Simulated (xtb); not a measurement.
C₅H₄F₂O, SMILES C=C=COC=C(F)F. All values are semi-empirical tight-binding results from xtb (GFN2-xTB unless named), good for trends rather than for accurate numbers. Coordinates come from a GFN2-xTB optimisation. The structure was generated by enumeration, and PubChem lists no compound with its InChIKey, so it may never have been made. Other conformers were not sampled.

**Question.** Estimate the properties. (Estimate from the structure and the level; the computed values follow.)

**Answer.** 
```
Quantity                                        Value
--------------------------------------  -------------
orbital gap                                   4.06 eV
dipole moment                                  4.00 D
zero-point energy                       47.2 kcal/mol
G − E(el) at 298.15 K (modified RRHO)   26.1 kcal/mol
static polarisability (D4 model)           65.2 bohr³
solvation energy, GFN2-xTB/ALPB(water)  -2.2 kcal/mol
solvation energy, GFN2-xTB/ALPB(chcl3)  -5.8 kcal/mol
```

**Question.** Give the IR lines (harmonic; lines under 4 % of the strongest left out, lines within 3 cm⁻¹ merged). (The exact figures need the calculation; the answer reports its results.)

**Answer.** ν (cm⁻¹): 318 (w), 880 (w), 921 (m), 982 (w), 1121 (m), 1171 (m), 1233 (vs), 1261 (m), 1314 (m), 1441 (m), 1780 (w), 3064 (w) (against the strongest line: vs over 80 %, s over 45 %, m over 15 %, w over 4 %, vw less)
